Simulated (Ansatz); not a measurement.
Compare A (`C[SiH](C)CCl`) with its isomer B (`C[Si](C)(C)Cl`).

Calculated with Ansatz (gas phase, PBE0-D4/def2-TZVP geometries, no zero-point term in ΔE). CCSD(T)/CBS is the MP2 limit (def2-TZVPP, def2-QZVPP) plus CCSD(T) − MP2 in def2-TZVPP, frozen cores. Functionals use def2-TZVPP. B3LYP here is the variant with VWN-RPA as its local correlation; programs differ in this. Each species was taken in one conformer, which may not be the lowest.

A:

```xyz
14

C    -0.196    1.710   -0.474
Si   -0.519   -0.022    0.141
C    -0.267   -1.296   -1.199
C     0.622   -0.400    1.599
Cl    2.337   -0.317    1.087
H    -0.375    2.449    0.310
H    -0.848    1.951   -1.318
H     0.841    1.811   -0.805
H    -1.909   -0.119    0.681
H     0.768   -1.282   -1.550
H    -0.488   -2.303   -0.834
H    -0.920   -1.097   -2.052
H     0.497    0.315    2.413
H     0.457   -1.401    2.000
```

B:

Z-matrix (Å, degrees):
```
C
Si 1 1.862
H 1 1.092 2 110.9
H 1 1.092 2 110.9 3 -120.2
H 1 1.094 2 110.4 3 119.9
C 2 1.862 1 111.5 3 177.4
C 2 1.862 1 111.5 3 -57.2
Cl 2 2.079 1 107.3 3 60.1
H 6 1.092 2 110.9 1 -177.4
H 6 1.092 2 110.9 1 -57.2
H 6 1.094 2 110.4 1 62.7
H 7 1.094 2 110.4 1 -62.7
H 7 1.092 2 110.9 1 177.4
H 7 1.092 2 110.9 1 57.2
```

Q: Which is lower in electronic energy at CCSD(T)/CBS, and by how much? (Best estimate.)

A: Computed: B, by 44.6 kcal/mol.

Q: Give E(B) − E(A) in kcal/mol with B3LYP-D4, B2PLYP, CCSD(T)/def2-TZVPP, r2SCAN-D4, CCSD/def2-TZVPP, HF/def2-TZVPP, PBE-D4. (Best estimate.)

A: Computed: B3LYP-D4 -43.8, B2PLYP -44.5, CCSD(T)/def2-TZVPP -44.1, r2SCAN-D4 -45.5, CCSD/def2-TZVPP -44.4, HF/def2-TZVPP -45.3, PBE-D4 -43.0. None reverses the order clearly.

Largest T1 diagnostic: 0.009.

From PBE to PBE0 (25 % exact exchange), in def2-TZVPP and without D4, E(B) − E(A) moves by −1.3 kcal/mol.
